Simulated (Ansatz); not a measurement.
Input file for Ansatz (an electronic-structure program): U-wB97X-V/def2-TZVPP on ClGaH2 (SMILES [Cl][GaH2]), a point of a bond scan (R = 3.114 Å).

Ansatz 0.2 input:
```yaml
crystal:
  periodic: [false, false, false]
  atoms:
    - {symbol: Ga, position_ang: [-0.00289679, -0.23188832, -0.67116797]}
    - {symbol: H, position_ang: [-2.81531179, -0.39180574, -1.99795731]}
    - {symbol: H, position_ang: [1.39793515, -0.58224349, -1.25325605]}
    - {symbol: Cl, position_ang: [0.00593939, 0.47544872, 1.37611916]}
basis:
  gaussian:
    orbitals: def2-TZVPP
hamiltonian:
  xc: {name: wB97X-V}
magnetization: {spin_polarized: true, initial_magnetization: 0}
```

Output:

```
WARN ansatz: RAYON_NUM_THREADS=1 ignored (pool sized by the plan → 1); use --threads N
Functional definition: wB97X-V
integrals: 0.06 GiB planned
831 factors; their error is unknown
integrals: 0.09 GiB planned
165 factors; integrals over basis functions are off by at most 3.7e-5 eV
mean field: 0.74 GiB planned
mean field evaluation 1: about -64921.7373 eV, gradient 1.9e1 eV
mean field evaluation 2: about -64922.0723 eV, gradient 2.4e1 eV
mean field evaluation 4: about -64923.9097 eV, gradient 6.6e-1 eV
mean field evaluation 8: about -64924.0572 eV, gradient 8.1e-2 eV
mean field evaluation 16: about -64924.0573 eV, gradient 2.5e-5 eV
mean field evaluation 32: about -64924.6308 eV, gradient 8.5e-2 eV
mean field -64924.63097856 eV, -2385.9361809668 hartree, gradient 7.2e-6 eV, S^2 0.794757; 3 other end points of the search recorded, 0 dependent functions left out
reference -64924.63097771 eV, -2385.9361809355 hartree; 25, 25 occupied and 93, 93 virtual orbitals, 831 factors
Total energy: -64924.63097771 eV, -2385.9361809355 hartree
```

The calculation finished and met its thresholds. Its determinant has ⟨S²⟩ = 0.79, a mixture of spin states.

Cost: about 21 core-seconds (a rough figure).
